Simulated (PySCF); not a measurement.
**Strontium: a sound run and one with changed settings**

Sound run: Sr [Kr] 5s2, Sr⁺ [Kr] 5s1. All numbers are calculated (PySCF 2.14, scalar relativity by spin-free X2C-1e, in Sapporo-DKH3-DZP-2012 (7s6p2d, 35 functions)). In the sound run the correlated levels freeze [Kr]. The sound run starts from symmetry-adapted Hartree-Fock orbitals and uses a fine grid where one is needed.

Changed run: initial guess atom, at most 50 SCF cycles, level shift 0.5 hartree.

```json
{"species": "Sr", "method": "UHF", "sound run (hartree)": "-3177.15839", "changed run (hartree)": "-3177.15839", "converged": "yes"}
{"species": "Sr", "method": "B3LYP", "sound run (hartree)": "-3179.14334", "changed run (hartree)": "-3179.14334", "converged": "yes"}
{"species": "Sr", "method": "BP86", "sound run (hartree)": "-3179.48492", "changed run (hartree)": "-3179.48492", "converged": "yes"}
{"species": "Sr", "method": "MP2", "sound run (hartree)": "-3177.17180", "changed run (hartree)": "-3177.16311", "converged": "yes"}
{"species": "Sr", "method": "CCSD(T)", "sound run (hartree)": "-3177.18267", "changed run (hartree)": "-3177.18267", "converged": "yes"}
{"species": "Sr⁺", "method": "UHF", "sound run (hartree)": "-3176.98382", "changed run (hartree)": "-3176.98382", "converged": "yes"}
{"species": "Sr⁺", "method": "B3LYP", "sound run (hartree)": "-3178.93090", "changed run (hartree)": "-3178.93090", "converged": "yes"}
{"species": "Sr⁺", "method": "BP86", "sound run (hartree)": "-3179.27005", "changed run (hartree)": "-3179.27005", "converged": "yes"}
```

Ionisation energy of Sr:

```tsv
method	sound run (eV)	changed run (eV)
UHF	4.750	4.750
B3LYP	5.781	5.781
BP86	5.847	5.847
MP2	5.115	4.879
SCS-MP2	5.188	4.905
CCSD	5.411	5.411
CCSD(T)	5.411	5.411
CCSDT	5.411	5.411
FCI	5.411	5.411
```

A level shift leaves the converged SCF energy unchanged but raises the virtual orbital energies, which shrinks MP2 if it is not removed.

For comparison, NIST gives 5.695 eV between the lowest levels.
